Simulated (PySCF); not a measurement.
Isomers of C7H10N2.

All values: PBE0/pcSseg-1 (PySCF) at PBE0-D3(BJ)/def2-SVP geometries, gas phase, one conformer each.

(1) Rank by LUMO energy, highest first.
A. `[CH3:1][c:2]1[cH:3][cH:4][n:5][n:6]1[CH:7]1[CH2:8][CH2:9]1` with N5–N6–C7–C8 52°
B. `[CH3:1][CH2:2][NH:3][c:4]1[cH:5][cH:6][cH:7][cH:8][n:9]1` with C1–C2–N3–C4 -78°, C2–N3–C4–C5 173°
C. `[CH3:1]/[N:2]=[CH:3]\[C:4]([C:5]#[N:6])=[C:7]([CH3:8])[CH3:9]` with N2–C3–C4–C5 -38°
D. `[CH:1]#[C:2][CH2:3][N:4]1[CH2:5][C@H:6]([CH3:7])[CH:8]=[N:9]1` with C2–C3–N4–C5 -65°, C3–N4–C5–C6 -159°, N4–C5–C6–C7 148°, C5–C6–C8–N9 -16°, C3–N4–N9–C8 153°
E. `[CH3:1][CH2:2][c:3]1[n:4][n:5][cH:6][cH:7][c:8]1[CH3:9]` with C1–C2–C3–N4 0°

(2) Rank by HOMO–LUMO gap, lowest first.
A. `[CH3:1][CH2:2][NH:3][c:4]1[cH:5][cH:6][cH:7][cH:8][n:9]1` with C1–C2–N3–C4 -78°, C2–N3–C4–C5 173°
B. `[CH:1]#[C:2][CH2:3][N:4]1[CH2:5][C@H:6]([CH3:7])[CH:8]=[N:9]1` with C2–C3–N4–C5 -65°, C3–N4–C5–C6 -159°, N4–C5–C6–C7 148°, C5–C6–C8–N9 -16°, C3–N4–N9–C8 153°
C. `[CH3:1][CH2:2][c:3]1[n:4][n:5][cH:6][cH:7][c:8]1[CH3:9]` with C1–C2–C3–N4 0°
D. `[CH3:1][c:2]1[cH:3][cH:4][n:5][n:6]1[CH:7]1[CH2:8][CH2:9]1` with N5–N6–C7–C8 52°

Results:

(1) A (0.57 eV), D (0.08 eV), B (-0.41 eV), E (-1.16 eV), C (-1.85 eV).

(2) C (5.36 eV), A (5.50 eV), B (6.20 eV), D (7.28 eV).

All values together:

```tsv
SMILES	μ (D)	HOMO (eV)	LUMO (eV)	lowest IAO charge (e)	highest IAO charge (e)	lowest Hirshfeld charge (e)	highest Hirshfeld charge (e)
CCNc1ccccn1	1.87	-5.92	-0.41	-0.422 (C)	+0.262 (H)	-0.171 (N)	+0.130 (H)
C#CCN1C[C@H](C)C=N1	2.21	-6.12	0.08	-0.410 (C)	+0.201 (H)	-0.118 (C)	+0.095 (H)
C/N=C\C(C#N)=C(C)C	4.52	-7.23	-1.85	-0.429 (C)	+0.166 (H)	-0.219 (N)	+0.077 (C)
CCc1nnccc1C	4.47	-6.52	-1.16	-0.421 (C)	+0.161 (H)	-0.119 (C/N)	+0.062 (C)
Cc1ccnn1C1CC1	2.58	-6.71	0.57	-0.428 (C)	+0.173 (H)	-0.137 (N)	+0.055 (H)
```

Conformers: `[CH3:1][CH2:2][NH:3][c:4]1[cH:5][cH:6][cH:7][cH:8][n:9]1` with C1–C2–N3–C4 -78°, C2–N3–C4–C5 173°; `[CH:1]#[C:2][CH2:3][N:4]1[CH2:5][C@H:6]([CH3:7])[CH:8]=[N:9]1` with C2–C3–N4–C5 -65°, C3–N4–C5–C6 -159°, N4–C5–C6–C7 148°, C5–C6–C8–N9 -16°, C3–N4–N9–C8 153°; `[CH3:1]/[N:2]=[CH:3]\[C:4]([C:5]#[N:6])=[C:7]([CH3:8])[CH3:9]` with N2–C3–C4–C5 -38°; `[CH3:1][CH2:2][c:3]1[n:4][n:5][cH:6][cH:7][c:8]1[CH3:9]` with C1–C2–C3–N4 0°; `[CH3:1][c:2]1[cH:3][cH:4][n:5][n:6]1[CH:7]1[CH2:8][CH2:9]1` with N5–N6–C7–C8 52°.
